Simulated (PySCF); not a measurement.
# Selenium: a sound run and one with changed settings

Sound run: Se⁺ [Ar] 3d10 4s2 4p3, Se²⁺ [Ar] 3d10 4s2 4p2. Computed with PySCF 2.14 in aug-cc-pVDZ-DK (6s5p3d, 36 functions), with scalar relativity by spin-free X2C-1e. In the sound run the correlated levels freeze [Ar] 3d10. The sound run starts from symmetry-adapted Hartree-Fock orbitals and uses a fine grid where one is needed.

Changed run: the non-relativistic Hamiltonian (point nucleus). This setting is unsound on purpose.

```json
{"species": "Se⁺", "method": "UHF", "sound run (hartree)": "-2427.64781", "changed run (hartree)": "-2382.71360", "converged": "yes"}
{"species": "Se⁺", "method": "MN15", "sound run (hartree)": "-2430.93375", "changed run (hartree)": "-2386.01623", "converged": "yes"}
{"species": "Se⁺", "method": "TPSS", "sound run (hartree)": "-2429.28716", "changed run (hartree)": "-2384.35740", "converged": "yes"}
{"species": "Se⁺", "method": "MP2", "sound run (hartree)": "-2427.70519", "changed run (hartree)": "-2382.77200", "converged": "yes"}
{"species": "Se⁺", "method": "CCSD(T)", "sound run (hartree)": "-2427.72077", "changed run (hartree)": "-2382.78834", "converged": "yes"}
{"species": "Se²⁺", "method": "UHF", "sound run (hartree)": "-2426.88192", "changed run (hartree)": "-2381.94900", "converged": "yes"}
{"species": "Se²⁺", "method": "MN15", "sound run (hartree)": "-2430.14607", "changed run (hartree)": "-2385.22893", "converged": "yes"}
{"species": "Se²⁺", "method": "TPSS", "sound run (hartree)": "-2428.50222", "changed run (hartree)": "-2383.57343", "converged": "yes"}
{"species": "Se²⁺", "method": "MP2", "sound run (hartree)": "-2426.92590", "changed run (hartree)": "-2381.99385", "converged": "yes"}
{"species": "Se²⁺", "method": "CCSD(T)", "sound run (hartree)": "-2426.94297", "changed run (hartree)": "-2382.01202", "converged": "yes"}
```

Ionisation energy of Se⁺:

| method | sound run (eV) | changed run (eV) |
| --- | --- | --- |
| UHF | 20.841 | 20.806 |
| MN15 | 21.434 | 21.424 |
| TPSS | 21.359 | 21.333 |
| MP2 | 21.206 | 21.175 |
| SCS-MP2 | 21.078 | 21.047 |
| CCSD | 21.159 | 21.118 |
| CCSD(T) | 21.165 | 21.125 |

Most of the change in total energy is the relativistic energy itself. On top of that the contraction fixes the core shape for the Hamiltonian it was made with, so the changed run is not a good calculation with the other Hamiltonian either.

For comparison, NIST gives 21.196 ± 0.01 eV between the lowest levels.
